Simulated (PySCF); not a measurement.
Electron correlation in Se²⁺ (selenium, charge +2)

[Ar] 3d10 4s2 4p2, high-spin 3P determinant. Calculation: PySCF 2.14, in def2-SVP; the non-relativistic Hamiltonian (point nucleus). Frozen: [Ar] 3d10; 4 electrons correlated.

MP2 pair energies summed by pair of shells (mhartree):

```json
{"pair": "4s-4p", "energy": "-28.10", "share (%)": "60.6"}
{"pair": "4s-4s", "energy": "-13.50", "share (%)": "29.1"}
{"pair": "4p-4p", "energy": "-4.75", "share (%)": "10.2"}
```

Total MP2 correlation energy: -46.35 mhartree.

Same-spin part -7.36 and opposite-spin part -38.99 mhartree; SCS-MP2 scales them by 1/3 and 6/5 to -49.24 mhartree.

```csv
level,correlation energy (mhartree)
CCSD,-63.90
(T),-0.71
CCSD(T),-64.61
```

Diagnostics: T1 = 0.0063, D1 = 0.0174, largest double amplitude 0.099.

Cost of the coupled-cluster step: 0.18 s of wall time on 1 thread of Neoverse-N1 (shared host), for 4 correlated electrons.
